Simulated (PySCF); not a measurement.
Ionisation energy along the 10-electron series

Calculated with PySCF 2.14 and a two-component X2C-1e Hamiltonian (Gaussian nucleus, no Breit or QED terms), each ion in its own even-tempered basis scaled to its charge; GMP2 freezes nothing and drops the highest virtual spinors. Values in eV. NIST values: (m) measured, (s) semi-empirical, (t) theoretical.

```json
{"ion": "I⁴³⁺", "configuration": "[Ne]", "GHF (spin-free)": "7440.2", "GMP2 (spin-free)": "7441.7", "GHF (screened spin-orbit)": "7343.3", "GMP2 (screened spin-orbit)": "7344.9", "NIST": "7337 ± 4 (t)"}
{"ion": "Xe⁴⁴⁺", "configuration": "[Ne]", "GHF (spin-free)": "7771.0", "GMP2 (spin-free)": "7772.5", "GHF (screened spin-orbit)": "7666.1", "GMP2 (screened spin-orbit)": "7667.6", "NIST": "7660 ± 4 (t)"}
{"ion": "Cs⁴⁵⁺", "configuration": "[Ne]", "GHF (spin-free)": "8109.3", "GMP2 (spin-free)": "8110.8", "GHF (screened spin-orbit)": "7995.8", "GMP2 (screened spin-orbit)": "7997.4", "NIST": "7989 ± 4 (t)"}
```

Between Z = 53 and Z = 55 the GMP2 (screened spin-orbit) value grows as Z to the power 2.30.
